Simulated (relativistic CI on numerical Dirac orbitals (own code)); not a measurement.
Ba+: calculation against measurement

Method of calculation: Dirac-Coulomb-Breit CI, separate exchange-only KLI orbitals for each configuration, model QED (radiative potential, 1s self-energy scaled to tabulated hydrogen-like ionisation energies), valence Slater integrals scaled by 0.85, P86 correlation energy added to each configuration (own radial code, finite nucleus).

Configuration list (outside the closed core [Xe]): 6s, 5d, 6p, 7s, 6d, 4f, 7p, 6f, 8s, 7d, 8p, 9s, 8d, 5f, 5g. Levels of other configurations are missing.

| Configuration | Term (tabulated) | J | Measured (cm⁻¹) | Computed | Error | Purity (%) |
| --- | --- | --- | --- | --- | --- | --- |
| 6s | 2S | 1/2 | 0.0 | 0 | 0 | 100 |
| 5d | 2D | 3/2 | 4873.9 | 3972 | -902 | 100 |
| 5d | 2D | 5/2 | 5674.8 | 4450 | -1225 | 100 |
| 6p | 2P° | 1/2 | 20261.6 | 18999 | -1262 | 100 |
| 6p | 2P° | 3/2 | 21952.4 | 20363 | -1589 | 100 |
| 7s | 2S | 1/2 | 42355.2 | 40341 | -2015 | 100 |
| 6d | 2D | 3/2 | 45949.5 | 43490 | -2460 | 100 |
| 6d | 2D | 5/2 | 46154.8 | 43671 | -2484 | 100 |
| 4f | 2F° | 5/2 | 48258.6 | 52450 | 4191 | 91 |
| 4f | 2F° | 7/2 | 48483.3 | 52786 | 4303 | 95 |
| 7p | 2P° | 1/2 | 49389.8 | 47515 | -1875 | 100 |
| 7p | 2P° | 3/2 | 50011.3 | 48014 | -1997 | 100 |

Measured levels from NIST Handbook of Basic Atomic Spectroscopic Data (Sansonetti and Martin, J. Phys. Chem. Ref. Data 34, 1559 (2005)); pairs were made by configuration, J and term (by order where the table uses no LS term), so strongly mixed levels may be paired wrongly.

Mean error by configuration (cm⁻¹): 5d -1064; 6p -1426; 7s -2015; 6d -2472; 4f 4247; 7p -1936. Over the excited levels the mean absolute error is 2209 cm⁻¹ (11 of the 11 excited levels that our extract of the source holds in range could be paired), and the median relative error of those above 1,000 cm⁻¹ is 6.2 %.

Transition probabilities of persistent lines. The last column rescales the computed rate by the cube of measured over computed energy:

| λ measured (Å) | Lower | Upper | A tabulated (s⁻¹) | A computed | A rescaled |
| --- | --- | --- | --- | --- | --- |
| 3891.78 air | 6p 2P°_1/2 | 6d 2D_3/2 | 2.17e+08 | 2.02e+08 | 2.33e+08 |
| 4130.65 air | 6p 2P°_3/2 | 6d 2D_5/2 | 2.18e+08 | 2.29e+08 | 2.56e+08 |
| 4554.03 air | 6s 2S_1/2 | 6p 2P°_3/2 | 1.11e+08 | 1.25e+08 | 1.57e+08 |
| 4934.08 air | 6s 2S_1/2 | 6p 2P°_1/2 | 9.53e+07 | 1.03e+08 | 1.24e+08 |
| 6141.71 air | 5d 2D_5/2 | 6p 2P°_3/2 | 4.12e+07 | 4.48e+07 | 4.80e+07 |
| 6496.90 air | 5d 2D_3/2 | 6p 2P°_1/2 | 3.10e+07 | 4.27e+07 | 4.58e+07 |
